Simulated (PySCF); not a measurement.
## Calculated properties of `CCO[SiH2]OCC`

C4H12O2Si.
Bonds: C1–C2, C2–O3, O3–Si4, Si4–O5, O5–C6, C6–C7. Hydrogens: H8, H9, H10 on C1; H11, H12 on C2; H13, H14 on Si4; H15, H16 on C6; H17, H18, H19 on C7.

PBE0-D3(BJ)/def2-SVP geometry optimisation, gas phase (PySCF):

| Property | Result |
| --- | --- |
| Rotational constants A, B, C | 4.460, 0.943, 0.816 GHz |

**CAM-B3LYP/def2-SVPD ground state, ΔSCF and vertical TDDFT (core frozen in the response) (PySCF)**

| Item | Value |
| --- | --- |
| Dipole moment | 2.14 D |
| HOMO energy | -9.51 eV |
| LUMO energy | 1.22 eV |
| HOMO–LUMO gap | 10.73 eV |
| Lowest singlet excitation | 7.69 eV (161 nm, f = 0.003) |
| Strongest line among the 10 lowest singlet transitions | S8 at 8.72 eV (142 nm, f = 0.064) |
| Lowest triplet excitation (Tamm–Dancoff) | 7.47 eV |
| Static isotropic polarisability | 83.8 au |
| Vertical ionisation energy | 10.22 eV |
| Electronic spatial extent ⟨r²⟩ about the centre of nuclear charge | 1475 bohr² |

**PBE/pcSseg-1 ground state and GIAO shieldings, non-relativistic (PySCF)**

| Property | Result |
| --- | --- |
| 13C chemical shifts (computed TMS as zero) by class | 66.9 (C2/C6), 20.8 (C1/C7) ppm |
| 1H chemical shifts (computed TMS as zero) by class | 4.86 (H13/H14), 4.02 (H11/H12/H15/H16), 1.25 (H8/H9/H10/H17/H18/H19) ppm |
| Isotropic shieldings of nuclei other than C and H, by class | 233 (O3/O5), 364 (Si4) ppm |

Monoisotopic mass (most abundant isotopes): 120.0607 u.

In atomic units the dipole is 0.84 e·bohr (1 au = 2.5417 D). The ΔSCF ionisation energy exceeds −ε(HOMO) by 0.71 eV with CAM-B3LYP. S1 lies 3.04 eV below the HOMO–LUMO gap; its leading configuration is HOMO→LUMO, weight 0.75. With B = h/(8π²I), that is 505.379 GHz u Å² over I, the principal moments of inertia are 113.3, 536.1 and 619.6 u Å² (most abundant isotopes).

 NMR classes are plain means over equivalent atoms (diastereotopic ones count apart unless rotation or inversion swaps them), as if these changed places fast; in this geometry the members of some classes differ.

Conformer computed: `[CH3:1][CH2:2][O:3][SiH2:4][O:5][CH2:6][CH3:7]`: C1–C2–O3–Si4 156°, C2–O3–Si4–O5 71°, O3–Si4–O5–C6 -77°, Si4–O5–C6–C7 -155°.

One conformer stands for the species.
